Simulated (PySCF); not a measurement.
PySCF job for C3H8OSi, SMILES OC1([SiH3])CC1, PBE-D3(BJ)/def2-SVP. Coordinates come from a PBE-D3(BJ)/def2-SVP optimisation. This is a generated structure with no PubChem entry under its InChIKey; it may be hypothetical. One conformer was computed; it need not be the lowest.

```python
import numpy as np
from pyscf import gto, scf, dft, df
from pyscf.hessian import thermo

mol = gto.M(
    atom='''
    O     0.02899364    1.67139722    0.08415062
    C    -0.20343631    0.27490267    0.04235292
    Si    1.35277789   -0.74788727   -0.29478549
    C    -1.22973219   -0.19995827    1.04475933
    C    -1.57874815   -0.19013177   -0.42213657
    H     0.21792754    1.95202463   -0.83143339
    H     1.01303669   -2.21339144   -0.38561079
    H     1.95658530   -0.30680990   -1.60445765
    H     2.37344876   -0.53809527    0.78924559
    H    -1.07668386   -1.16211808    1.55909686
    H    -1.66005898    0.59721754    1.67082772
    H    -1.67141330   -1.14667876   -0.96149323
    H    -2.25218174    0.60821935   -0.77223708
    ''',
    basis='def2-SVP',
    charge=0,
    spin=0,
    max_memory=1600,
    verbose=3,
)
mf = dft.RKS(mol, xc='pbe').density_fit(auxbasis='def2-universal-jkfit')
mf.disp = 'd3bj'
mf.grids.level = 3
mf.conv_tol = 1e-11
mf.max_cycle = 100
mf.kernel()

# [left out here: the lines that compute and print the analytic Hessian (its translational invariance restored by hand, since the grid's response is missing), thermochemistry and intensities]
```

Log of the run:

```
converged SCF energy = -483.178031235887

WARN: DFTD3 does not support analytical Hessian, using finite difference


WARN: Mole.unit (angstrom) is changed to Bohr

Mode                                 0                   1                   2
Irrep
Freq [cm^-1]                      152.6421            194.1571            203.8112
Reduced mass [au]                   1.0930              2.9119              1.9636
Force const [Dyne/A]                0.0150              0.0647              0.0481
Char temp [K]                     219.6180            279.3488            293.2389
Normal mode                   x     y     z       x     y     z       x     y     z
       0   O                 0.00  0.01  0.04    0.08 -0.10 -0.01    0.01 -0.01 -0.02
       1   C                 0.01  0.01  0.03   -0.04 -0.09  0.02   -0.03 -0.01 -0.10
       2  Si                -0.00 -0.00 -0.01    0.04  0.05 -0.01    0.01  0.01  0.04
       3   C                -0.03 -0.01 -0.02   -0.10  0.04  0.02    0.07 -0.08 -0.02
       4   C                 0.03  0.01 -0.03   -0.07  0.03  0.01   -0.09  0.09  0.02
       5   H                -0.06  0.03  0.04    0.07 -0.13 -0.03   -0.11  0.04 -0.03
       6   H                 0.04 -0.05  0.51    0.30 -0.01 -0.05    0.08 -0.02  0.22
       7   H                -0.32 -0.38 -0.28   -0.08  0.20 -0.02    0.14 -0.16  0.04
       8   H                 0.23  0.39 -0.30    0.04  0.21 -0.04   -0.12  0.20  0.12
       9   H                -0.05 -0.02 -0.02   -0.20  0.04  0.05    0.13 -0.15 -0.16
      10   H                -0.06 -0.02 -0.03   -0.02  0.10 -0.01    0.17 -0.15  0.13
      11   H                 0.06  0.01 -0.05   -0.15  0.02  0.05   -0.22  0.15 -0.07
      12   H                 0.04  0.01 -0.05    0.01  0.08 -0.03   -0.09  0.17  0.20
Mode                                 3                   4                   5
Irrep
Freq [cm^-1]                      326.1366            347.9957            400.0335
Reduced mass [au]                   2.5263              1.4902              1.8553
Force const [Dyne/A]                0.1583              0.1063              0.1749
Char temp [K]                     469.2379            500.6883            575.5591
Normal mode                   x     y     z       x     y     z       x     y     z
       0   O                -0.12 -0.00  0.02   -0.10 -0.00  0.05   -0.06  0.02 -0.10
       1   C                 0.03 -0.03  0.01   -0.00 -0.01 -0.06    0.02 -0.00  0.10
       2  Si                 0.08 -0.05 -0.02    0.03 -0.02 -0.01    0.00 -0.00  0.01
       3   C                -0.03  0.06  0.01    0.03  0.06 -0.01   -0.02 -0.07  0.02
       4   C                -0.00  0.08  0.01   -0.04 -0.01  0.00    0.04  0.07  0.01
       5   H                -0.47  0.07 -0.03    0.73 -0.03  0.21    0.35 -0.21 -0.09
       6   H                 0.03 -0.04 -0.04    0.05 -0.02  0.06   -0.02  0.01 -0.07
       7   H                 0.10 -0.06 -0.01    0.05 -0.07 -0.02   -0.17  0.11 -0.03
       8   H                 0.09 -0.11 -0.01    0.01  0.07 -0.01    0.16 -0.09 -0.11
       9   H                -0.15  0.03 -0.01   -0.00  0.08  0.04    0.00 -0.15 -0.13
      10   H                 0.08  0.11  0.01    0.12  0.12 -0.03   -0.10 -0.21  0.14
      11   H                -0.11  0.07  0.04   -0.10 -0.04  0.08   -0.07  0.15 -0.10
      12   H                 0.11  0.15 -0.04   -0.01  0.01 -0.03    0.18  0.22  0.08
Mode                                 6                   7                   8
Irrep
Freq [cm^-1]                      547.6464            606.5864            639.5866
Reduced mass [au]                   3.6584              1.2805              1.3706
Force const [Dyne/A]                0.6465              0.2776              0.3303
Char temp [K]                     787.9413            872.7427            920.2228
Normal mode                   x     y     z       x     y     z       x     y     z
       0   O                -0.05 -0.10  0.01   -0.02  0.03  0.00    0.01  0.00  0.02
       1   C                 0.05 -0.08 -0.02   -0.02  0.03  0.01   -0.01  0.01 -0.05
       2  Si                -0.08  0.04  0.02   -0.03 -0.06 -0.00    0.01 -0.01  0.06
       3   C                 0.09  0.03 -0.00    0.03  0.01  0.01    0.05  0.02 -0.05
       4   C                 0.09  0.03 -0.03    0.04  0.02 -0.02   -0.06 -0.02 -0.02
       5   H                -0.08 -0.05  0.02   -0.04  0.04  0.00   -0.10  0.09  0.02
       6   H                -0.06  0.04  0.01    0.64 -0.20 -0.11    0.03 -0.00 -0.20
       7   H                -0.11  0.09  0.02   -0.11  0.29  0.07   -0.47  0.28 -0.07
       8   H                -0.09  0.07  0.02   -0.18  0.36  0.06    0.41 -0.21 -0.28
       9   H                -0.03  0.02  0.01    0.09  0.04  0.05    0.14  0.04 -0.05
      10   H                 0.26  0.14 -0.02   -0.07 -0.01 -0.03    0.06  0.00 -0.02
      11   H                -0.02  0.02  0.02    0.10  0.05 -0.09   -0.12 -0.02 -0.01
[...]
       1   C                 0.14 -0.06  0.02   -0.10 -0.07  0.09   -0.00  0.00 -0.01
       2  Si                -0.01  0.01  0.00    0.01 -0.00 -0.00   -0.00  0.00  0.00
       3   C                -0.02 -0.00  0.08    0.03  0.00 -0.05    0.01  0.01 -0.05
       4   C                -0.06  0.02 -0.07    0.01  0.01  0.02   -0.03 -0.01 -0.05
       5   H                 0.06  0.50  0.14    0.08  0.61  0.16   -0.02 -0.03 -0.01
       6   H                 0.02  0.01 -0.01   -0.04 -0.00 -0.00    0.00 -0.00  0.00
       7   H                 0.00 -0.01  0.01    0.02 -0.01  0.01   -0.00  0.00 -0.00
       8   H                -0.01  0.01 -0.00    0.01  0.01 -0.01    0.00 -0.00 -0.00
       9   H                 0.02  0.04  0.17    0.05 -0.07 -0.20   -0.18  0.20  0.39
      10   H                -0.10 -0.12  0.18    0.05  0.12 -0.20    0.01 -0.30  0.36
      11   H                 0.01  0.05 -0.16    0.20 -0.07  0.17    0.35 -0.21  0.27
      12   H                -0.24 -0.13 -0.11    0.07  0.12  0.17    0.16  0.31  0.33
Mode                                24                  25                  26
Irrep
Freq [cm^-1]                     1421.5561           2145.5076           2155.4541
Reduced mass [au]                   1.5848              1.0268              1.0485
Force const [Dyne/A]                1.8869              2.7847              2.8701
Char temp [K]                    2045.3027           3086.9077           3101.2186
Normal mode                   x     y     z       x     y     z       x     y     z
       0   O                -0.00 -0.01  0.01    0.00 -0.00 -0.00   -0.00 -0.00  0.00
       1   C                 0.08  0.04 -0.03   -0.00  0.00 -0.00    0.00  0.00 -0.00
       2  Si                -0.00 -0.00  0.00    0.01 -0.01 -0.02    0.01  0.03 -0.02
       3   C                -0.04 -0.02  0.11   -0.00 -0.00  0.00   -0.00 -0.00  0.00
       4   C                -0.07 -0.02 -0.08    0.00 -0.00  0.00    0.00 -0.00 -0.00
       5   H                -0.02 -0.12 -0.03    0.00 -0.00  0.00    0.00 -0.01 -0.00
       6   H                 0.02 -0.00 -0.00    0.12  0.48  0.02   -0.19 -0.79 -0.06
       7   H                -0.01  0.01 -0.00   -0.33 -0.25  0.73   -0.20 -0.14  0.44
       8   H                -0.01  0.01  0.01   -0.11 -0.02 -0.13    0.11  0.03  0.11
       9   H                 0.18 -0.19 -0.29   -0.00 -0.00 -0.00   -0.00  0.00  0.00
      10   H                -0.03  0.28 -0.27    0.00  0.00  0.00    0.00 -0.00  0.00
      11   H                 0.27 -0.19  0.18    0.00 -0.00  0.00   -0.00  0.00 -0.00
      12   H                 0.10  0.27  0.24    0.00  0.00 -0.00   -0.00 -0.00 -0.00
Mode                                27                  28                  29
Irrep
Freq [cm^-1]                     2173.5935           3056.0434           3062.2047
Reduced mass [au]                   1.0462              1.0535              1.0578
Force const [Dyne/A]                2.9122              5.7971              5.8444
Char temp [K]                    3127.3172           4396.9660           4405.8307
Normal mode                   x     y     z       x     y     z       x     y     z
       0   O                 0.00  0.00  0.00    0.00  0.00  0.00   -0.00 -0.00  0.00
       1   C                -0.00 -0.00 -0.00    0.00  0.00 -0.00   -0.00 -0.00  0.00
       2  Si                -0.02 -0.01 -0.03    0.00 -0.00 -0.00   -0.00  0.00 -0.00
       3   C                -0.00  0.00  0.00    0.00  0.00 -0.01    0.01  0.01 -0.06
       4   C                 0.00  0.00  0.00   -0.04 -0.01 -0.05    0.01  0.00  0.01
       5   H                -0.00 -0.00 -0.00   -0.00 -0.00  0.00   -0.00  0.00 -0.00
       6   H                 0.04  0.21  0.00    0.00  0.00  0.00    0.00 -0.00  0.00
       7   H                -0.03 -0.02  0.04   -0.00  0.00  0.00    0.00 -0.00  0.00
       8   H                 0.64  0.13  0.69   -0.00  0.00  0.00    0.00 -0.00 -0.00
       9   H                -0.00  0.00  0.00    0.02 -0.13  0.07    0.10 -0.63  0.32
      10   H                -0.00 -0.00  0.00   -0.05  0.09  0.07   -0.25  0.47  0.35
      11   H                 0.00  0.00 -0.00    0.05  0.61  0.33   -0.01 -0.12 -0.06
      12   H                -0.00 -0.00  0.00    0.39 -0.48  0.19   -0.08  0.10 -0.04
Mode                                30                  31                  32
Irrep
Freq [cm^-1]                     3151.2540           3162.1705           3680.2997
Reduced mass [au]                   1.1206              1.1177              1.0665
Force const [Dyne/A]                6.5566              6.5851              8.5113
Char temp [K]                    4533.9529           4549.6593           5295.1319
Normal mode                   x     y     z       x     y     z       x     y     z
       0   O                 0.00 -0.00 -0.00    0.00  0.00 -0.00   -0.01 -0.02  0.06
       1   C                 0.00  0.00  0.00   -0.00 -0.00 -0.00   -0.00  0.00  0.00
       2  Si                 0.00  0.00  0.00   -0.00 -0.00  0.00    0.00 -0.00 -0.00
       3   C                 0.02 -0.05 -0.00    0.03 -0.08 -0.01    0.00 -0.00 -0.00
       4   C                -0.03  0.08  0.01    0.02 -0.04 -0.00   -0.00  0.00  0.00
       5   H                -0.00  0.00  0.00    0.00  0.00 -0.00    0.19  0.29 -0.90
       6   H                -0.00 -0.00 -0.00    0.00  0.00  0.00   -0.00  0.00  0.00
       7   H                -0.00 -0.00  0.00   -0.00  0.00 -0.00    0.00 -0.00  0.00
       8   H                 0.00 -0.00 -0.00   -0.00  0.00  0.00   -0.00  0.00  0.00
       9   H                -0.04  0.28 -0.14   -0.08  0.47 -0.25   -0.00  0.00 -0.00
      10   H                -0.14  0.26  0.20   -0.24  0.44  0.35    0.00 -0.00 -0.00
      11   H                -0.05 -0.48 -0.27    0.03  0.28  0.16    0.00  0.00 -0.00
      12   H                 0.37 -0.43  0.19   -0.21  0.25 -0.11   -0.00 -0.00 -0.00
temperature 298.1500 [K]
pressure 101325.00 [Pa]
Rotational constants [GHz] 5.71794 3.12993 2.50165
Symmetry number 1
Zero-point energy (ZPE) 0.09727 [Eh]   255386.407 [J/mol]
                           tot       elec      trans        rot        vib
Entropy [J/mol/K]       330.801      0.000    164.611    110.358     55.832
Cv [J/mol/K]            106.133      0.000     12.472     12.472     81.189
Cp [J/mol/K]            114.447      0.000     20.786     12.472     81.189
Internal energy [J/mol]                      3718.434   3718.434 265738.066
Internal energy [Eh]   -483.07398  -483.17803
Enthalpy [J/mol]                             6197.391   3718.434 265738.066
Enthalpy [Eh]          -483.07304
Gibbs free energy [J/mol]                  -42881.499 -29184.855 249091.815
Gibbs free energy [Eh] -483.11061
mode   freq/cm-1   IR/(km/mol)
   1      152.64         0.510
   2      194.16         1.665
   3      203.81         2.983
   4      326.14         3.330
   5      348.00        90.012
   6      400.03        34.992
   7      547.65         1.399
   8      606.59        21.896
   9      639.59        33.415
  10      746.67         6.308
  11      850.35        17.312
  12      864.93        20.962
  13      884.05       203.480
  14      893.86        13.826
  15      910.66        32.906
  16      913.83        30.406
  17      964.67        20.449
  18     1009.96         8.008
  19     1026.14        17.363
  20     1133.32         0.019
  21     1196.26        75.439
  22     1212.10        17.531
  23     1297.26        21.423
  24     1366.54         5.807
  25     1421.56         2.778
  26     2145.51        85.195
  27     2155.45       110.946
  28     2173.59       102.077
  29     3056.04         7.774
  30     3062.20         4.025
  31     3151.25         1.001
  32     3162.17         2.980
  33     3680.30        22.525
max |gradient| / (hartree/bohr): 3.580723018316176e-05
APT charges: [-0.5726  0.1593  0.9574 -0.0328 -0.0778  0.2412 -0.2457 -0.252  -0.2383
  0.0212  0.0185  0.014   0.0077]
```

The calculation finished and met its thresholds.

Cost: roughly 3 core-minutes.
